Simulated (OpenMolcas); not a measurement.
A calculation on As I.

```yaml
Program: OpenMolcas
Method: "SS-RASPT2, IPEA 0.25 Eh, imaginary shift 0.1 Eh (closed shells correlated: 3d 4s)"
Basis: ANO-RCC-VQZP [7s6p4d2f1g]
Scalar_Hamiltonian: DKH2, point nucleus
Active_space: 3 electrons in 9 orbitals (RAS2 4p; RAS3 4d 5s, at most 1 electron)
State_averaging: 2S+1 = 4 odd, 1 root; 2S+1 = 2 odd, 8 roots; 2S+1 = 4 even, 15 roots; 2S+1 = 2 even, 8 roots
Spin-orbit_coupling: RASSI with atomic mean-field integrals over the reference wave functions, term energies averaged over their components
```

Question: Which level of the active space comes out lowest?

Answer: 4s2 4p3 4S* 3/2, with 100 % of that term; it is also the measured ground level.

Question: How high does 4s2 4p2 5s 4P 3/2 lie?

Answer: 55570 cm-1 above the lowest level; measured 51610 cm-1 above the ground level, so the calculation is off by +8 %.

Question: How high does 4s2 4p2 5s 2P 3/2 lie?

Answer: 59360 cm-1 above the lowest level; measured 54605 cm-1 above the ground level, so the calculation is off by +9 %.

Question: How high does 4s2 4p3 2D* 5/2 lie?

Answer: 11540 cm-1 above the lowest level; measured 10915 cm-1 above the ground level, so the calculation is off by +6 %.

Measured values: NIST Handbook of Basic Atomic Spectroscopic Data.

CASPT2 does not keep the components of a term degenerate, so their means are used; among the terms shown or strongly mixed into the levels shown the widest spread is 120 cm-1 (4s2 4p3 2D*). ANO sets are built for valence states and can reach diffuse excited orbitals poorly, and with the s shell closed the s pⁿ⁺¹ terms that mix with these levels are absent. With the s shell closed, the reference lacks s² → p² mixing. Computed and measured levels are paired by configuration, term and J; levels that our copy of the source lacks, or whose pairing is in doubt (as where it misses far off the trend of its configuration), stay unpaired and out of the deviations. Only configurations of the active space appear.

* marks odd parity.
